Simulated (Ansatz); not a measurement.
`CBOC(C)=O` + `[SiH3]N[AsH2]` → `C[AsH]N[SiH3]` + `BOC(C)=O` at 700 K and 1 bar (substitution at a C–B bond).

Calculated with Ansatz (gas phase, PBE0-D4/def2-TZVP geometries, no zero-point term in ΔE). CBS: MP2 limit from def2 TZ/QZ plus the TZ coupled-cluster correction, frozen cores. For As outer-core shells are correlated without core-valence functions, which leaves a few kJ/mol of doubt a bond. Scalar relativity is left out up to krypton. Each species was taken in one conformer, which may not be the lowest.

| species | CCSD(T)/CBS energy (Eh) | H − E (kJ/mol) | S (J/(mol·K)) |
| --- | --- | --- | --- |
| `CBOC(C)=O` | -293.56968 | 352.8 | 492.8 |
| `[SiH3]N[AsH2]` | -2582.40077 | 216.7 | 432.7 |
| `C[AsH]N[SiH3]` | -2621.67089 | 312.5 | 492.4 |
| `BOC(C)=O` | -254.28820 | 259.9 | 420.4 |

H − E and S are ideal-gas, rigid-rotor, harmonic terms from PBE0-D4/def2-TZVP, for one conformer and one mirror image of each species. 1 Eh = 2625.50 kJ/mol, R = 8.31446 J/(mol·K).

By hand: ΔE, ΔH, ΔS and ΔG.

ΔE = (-2621.67089) + (-254.28820) − (-293.56968) − (-2582.40077) = 0.01136 Eh = 29.8 kJ/mol. Δ(H − E) = 312.5 + 259.9 − 352.8 − 216.7 = 2.9, so ΔH = 32.7 kJ/mol. ΔS = 492.4 + 420.4 − 492.8 − 432.7 = -12.7 J/(mol·K). ΔG = 32.7 − 700 × (-12.7)/1000 = 41.6 kJ/mol.

By hand: the equilibrium constant, and the temperature at which ΔG would vanish if ΔH and ΔS stayed fixed.

log₁₀ K = −ΔG/(RT ln 10) = -3.1. ΔH and −TΔS have one sign here, so there is no such temperature.

The number of gas molecules stays the same, so ΔS is small and ΔH decides. A doubt of 5 kJ/mol in ΔE shifts log₁₀ K by 0.4 here. Other conformers and mirror images would add mixing entropy, several J/(mol·K) or more a flexible species. These are equilibria of isolated gas molecules and say nothing of rates. Largest T1 diagnostic: 0.015 (customary marks: 0.02 for closed shells, 0.045 for open ones).

ΔS is within the doubt of such terms, so its sign, and with it that verdict, could turn.
